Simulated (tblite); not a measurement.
C₂H₅O₄S (doublet state).
Atom-mapped SMILES: `[CH3:1][S:2](=[O:3])(=[O:4])[O:5][CH2:6][O:7]` (hydrogens: H8, H9, H10 on C1; H11, H12 on C6)

Cartesian coordinates in Å at the GFN2-xTB level; atoms count from 1:
```xyz
12
C2H5O4S angstrom
C     -1.4556   -0.6702    0.0972
S     -0.5711    0.8811    0.2291
O     -0.0622    1.2681   -1.0668
O     -1.3324    1.8328    0.9577
O      0.7328    0.4927    1.0903
C      1.6967   -0.1494    0.2575
O      1.5352   -1.3910    0.0445
H     -1.9133   -0.8613    1.0578
H     -0.7332   -1.4380   -0.1564
H     -2.1999   -0.5595   -0.6798
H      1.6083    0.4341   -0.7301
H      2.6959    0.1599    0.6375
```

Computed with GFN2-xTB (tblite): harmonic, unscaled wavenumbers at the GFN2-xTB geometry, gas phase. This tight-binding method is rough: wavenumbers can miss measured ones by several per cent, in bad cases by 10 to 20. One conformer, not necessarily the lowest. Open shells enter through the occupations alone, without spin polarisation, and single modes of such species can be off by tens of per cent.

Harmonic wavenumbers (cm⁻¹): 114.4, 126.2, 147.6, 232.5, 250.9, 291.5, 375.0, 465.4, 477.7, 598.3, 669.6, 729.4, 799.8, 851.2, 873.4, 882.5, 1086.8, 1128.6, 1215.3, 1232.7, 1269.2, 1282.8, 1353.9, 1405.1, 1408.6, 2288.1, 2692.3, 3044.2, 3080.5, 3095.2.

A = 4100, B = 1880, C = 1731 MHz; mass 124.991 u (most abundant isotopes); point group C1, symmetry number 1; spin multiplicity 2.

Question: Zero-point energy?

Answer: ½Σν̃ = 16734 cm⁻¹ = 200.19 kJ/mol.

Question: What is S at 500 K and 1 bar for an ideal gas of classical rigid rotors and harmonic oscillators?

Answer: Translation 179.82, rotation 121.84, vibration 136.55, spin (R ln 2) 5.76: S = 444.0 J/(mol K).

Question: And Cp and H(500 K) − H(0)?

Answer: Cp = 171.39 J/(mol K), of which vibrations give 138.13 (their classical limit is 30 R = 249.4); H(500 K) − H(0) = 53.38 kJ/mol without the zero-point energy, 36.75 from vibrations.

Question: What must be added to the electronic energy to get the Gibbs energy at 500 K and 1 bar?

Answer: ZPE + [H(500 K) − H(0)] − T·S = 200.19 + 53.38 − 221.99 = 31.58 kJ/mol.

Question: Blend soft modes into free rotors: weight 1/[1 + (100 cm⁻¹/ν̃)⁴] for the oscillator and the rest for a rotor with moment μB/(μ + B), μ = h/(8π²ν), B = 10⁻⁴⁴ kg m². What vibrational entropy results?

Answer: 133.45 J/(mol K) in place of 136.55, which changes −T·S at 500 K by +1.55 kJ/mol.

Question: How do the functions run with temperature in this model?

Answer: 
| T (K) | S (J/(mol K)) | Cp (J/(mol K)) | H − H(0) (kJ/mol) | G − H(0) (kJ/mol) | ln q(vib) |
| --- | --- | --- | --- | --- | --- |
| 100 | 270.3 | 63.2 | 4.46 | -22.57 | 0.60 |
| 200 | 324.3 | 95.4 | 12.44 | -52.42 | 2.21 |
| 300 | 368.6 | 124.7 | 23.46 | -87.11 | 3.99 |
| 800 | 534.4 | 212.3 | 111.59 | -315.94 | 12.64 |
| 1000 | 583.7 | 228.9 | 155.80 | -427.87 | 15.71 |

q(vib) and H(0) count from the zero-point level.

Question: Which modes carry the vibrational entropy at 500 K?

Answer: 114.4 cm⁻¹: 17.59; 126.2 cm⁻¹: 16.78; 147.6 cm⁻¹: 15.50; 232.5 cm⁻¹: 11.81; 250.9 cm⁻¹: 11.20; 291.5 cm⁻¹: 10.02 J/(mol K); the other 24 give 53.66 together.

Hindered rotation and anharmonicity are outside this model. Other conformers, if any are populated, would add a mixing term that is left out. The structure is chiral; the term R ln 2 for an equal mix with its mirror image is left out.
